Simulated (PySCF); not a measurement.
sulfolane (C$_{4}$H$_{8}$O$_{2}$S), singlet, geometry from GFN2-xTB; MP2/STO-3G (PySCF).

Input for PySCF:
```python
from pyscf import gto, scf, mp

mol = gto.Mole()
mol.atom = '''
    O     1.59952733    0.87545052   -0.67687010
    S     0.60214094    0.39875339    0.24138734
    O     0.78650253    0.70464053    1.63338603
    C    -1.06639478    0.92788654   -0.29957718
    C    -1.60702172   -0.31440064   -0.97277248
    C    -1.15076282   -1.51187602   -0.13277313
    C     0.35103521   -1.40161625    0.01280255
    H    -1.61765612    1.19700565    0.59605374
    H    -0.96068093    1.78115244   -0.95933744
    H    -2.69436558   -0.28881279   -1.05393113
    H    -1.18825946   -0.39722459   -1.97751409
    H    -1.44273338   -2.45088175   -0.60455652
    H    -1.61813355   -1.46124186    0.85248222
    H     0.75341325   -1.91841049    0.87624760
    H     0.88478642   -1.68233103   -0.88984786
'''
mol.basis = 'sto-3g'
mol.verbose = 4
mol.build()

mf = scf.RHF(mol)
mf.kernel()

pt = mp.MP2(mf, frozen=11)
pt.kernel()
print('E(MP2) = %.10f' % pt.e_tot)
```

The log (banner, timings and long lists left out):

```
PySCF version 2.14.0

[INPUT] verbose = 4
[INPUT] num. atoms = 15
[INPUT] num. electrons = 64
[INPUT] charge = 0
[INPUT] spin (= nelec alpha-beta = 2S) = 0
[INPUT] symmetry False subgroup None
[INPUT] Mole.unit = angstrom
[INPUT] Symbol           X                Y                Z      unit          X                Y                Z       unit  Magmom
[INPUT]  1 O      1.599527330000   0.875450520000  -0.676870100000 AA    3.022668582457   1.654361718408  -1.279099110907 Bohr   0.0
[INPUT]  2 S      0.602140940000   0.398753390000   0.241387340000 AA    1.137881464988   0.753534698342   0.456155962537 Bohr   0.0
[INPUT]  3 O      0.786502530000   0.704640530000   1.633386030000 AA    1.486274377978   1.331577617968   3.086652252391 Bohr   0.0
[INPUT]  4 C     -1.066394780000   0.927886540000  -0.299577180000 AA   -2.015194074866   1.753451435270  -0.566118823370 Bohr   0.0
[INPUT]  5 C     -1.607021720000  -0.314400640000  -0.972772480000 AA   -3.036830927027  -0.594131102988  -1.838273568714 Bohr   0.0
[INPUT]  6 C     -1.150762820000  -1.511876020000  -0.132773130000 AA   -2.174626564132  -2.857031612097  -0.250904852401 Bohr   0.0
[INPUT]  7 C      0.351035210000  -1.401616250000   0.012802550000 AA    0.663360406979  -2.648670844240   0.024193313196 Bohr   0.0
[INPUT]  8 H     -1.617656120000   1.197005650000   0.596053740000 AA   -3.056927030527   2.262012848057   1.126378324123 Bohr   0.0
[INPUT]  9 H     -0.960680930000   1.781152440000  -0.959337440000 AA   -1.815423850792   3.365890297701  -1.812885022641 Bohr   0.0
[INPUT] 10 H     -2.694365580000  -0.288812790000  -1.053931130000 AA   -5.091613025655  -0.545777074372  -1.991641189853 Bohr   0.0
[INPUT] 11 H     -1.188259460000  -0.397224590000  -1.977514090000 AA   -2.245484944324  -0.750645685043  -3.736960037569 Bohr   0.0
[INPUT] 12 H     -1.442733380000  -2.450881750000  -0.604556520000 AA   -2.726370958968  -4.631495271195  -1.142446249620 Bohr   0.0
[INPUT] 13 H     -1.618133550000  -1.461241860000   0.852482220000 AA   -3.057829242470  -2.761346917150   1.610957921861 Bohr   0.0
[INPUT] 14 H      0.753413250000  -1.918410490000   0.876247600000 AA    1.423744701118  -3.625270420593   1.655867981307 Bohr   0.0
[INPUT] 15 H      0.884786420000  -1.682331030000  -0.889847860000 AA    1.672004012534  -3.179144897557  -1.681568747930 Bohr   0.0

nuclear repulsion = 431.159843409758
number of shells = 31
number of NR pGTOs = 141
number of NR cGTOs = 47
basis = sto-3g
ecp = {}

******** <class 'pyscf.scf.hf.RHF'> ********
method = RHF
initial guess = minao
damping factor = 0
level_shift factor = 0
DIIS = <class 'pyscf.scf.diis.CDIIS'>
diis_start_cycle = 1
diis_space = 8
diis_damp = 0
SCF conv_tol = 1e-09
SCF conv_tol_grad = None
SCF max_cycles = 50
direct_scf = True
direct_scf_tol = 1e-13
Set gradient conv threshold to 3.16228e-05
Initial guess from minao.
init E= -697.195841688186
  HOMO = -0.286059302153444  LUMO = 0.247508665249765  gap/eV = 14.51912
cycle= 1 E= -694.500688436596  delta_E=  2.7  |g|= 0.817  |ddm|= 5.03
  HOMO = -0.0996942399164067  LUMO = 0.267887394846178  gap/eV = 10.00241
cycle= 2 E= -694.716459762476  delta_E= -0.216  |g|= 0.44  |ddm|=  2.2
  HOMO = -0.242785466964969  LUMO = 0.372686768769193  gap/eV = 16.74785
cycle= 3 E= -694.780777816784  delta_E= -0.0643  |g|= 0.0753  |ddm|= 0.781
  HOMO = -0.261821617573625  LUMO = 0.363639066131516  gap/eV = 17.01965
cycle= 4 E= -694.784275150067  delta_E= -0.0035  |g|= 0.0242  |ddm|= 0.189
  HOMO = -0.262770711556761  LUMO = 0.366404005146033  gap/eV = 17.12072
cycle= 5 E= -694.784800868763  delta_E= -0.000526  |g|= 0.00637  |ddm|= 0.0924
  HOMO = -0.261766703500072  LUMO = 0.366802483661014  gap/eV = 17.10424
cycle= 6 E= -694.784836920698  delta_E= -3.61e-05  |g|= 0.000688  |ddm|= 0.0286
  HOMO = -0.261947300458998  LUMO = 0.367011032866582  gap/eV = 17.11483
cycle= 7 E= -694.78483722355  delta_E= -3.03e-07  |g|= 0.000176  |ddm|= 0.00194
  HOMO = -0.261989410058489  LUMO = 0.366997801177974  gap/eV = 17.11561
cycle= 8 E= -694.784837255402  delta_E= -3.19e-08  |g|= 6.97e-05  |ddm|= 0.00064
  HOMO = -0.261995418235874  LUMO = 0.36699703620673  gap/eV = 17.11576
cycle= 9 E= -694.784837261551  delta_E= -6.15e-09  |g|= 1.68e-05  |ddm|= 0.000367
  HOMO = -0.261995627171784  LUMO = 0.367001508305921  gap/eV = 17.11588
cycle= 10 E= -694.784837261866  delta_E= -3.15e-10  |g|= 4.61e-06  |ddm|= 8.12e-05
  HOMO = -0.26199620335974  LUMO = 0.367001249782964  gap/eV = 17.11589
Extra cycle  E= -694.784837261881  delta_E= -1.55e-11  |g|= 2.34e-06  |ddm|= 1.14e-05
converged SCF energy = -694.784837261881

******** <class 'pyscf.mp.mp2.RMP2'> ********
nocc = 21, nmo = 36
frozen orbitals 11
E(RMP2) = -695.108094031955  E_corr = -0.323256770074152
E(SCS-RMP2) = -695.126035181714  E_corr = -0.341197919832647
E_corr(same-spin) = -0.0538963895265405
E_corr(oppo-spin) = -0.269360380547611
E(MP2) = -695.1080940320
```
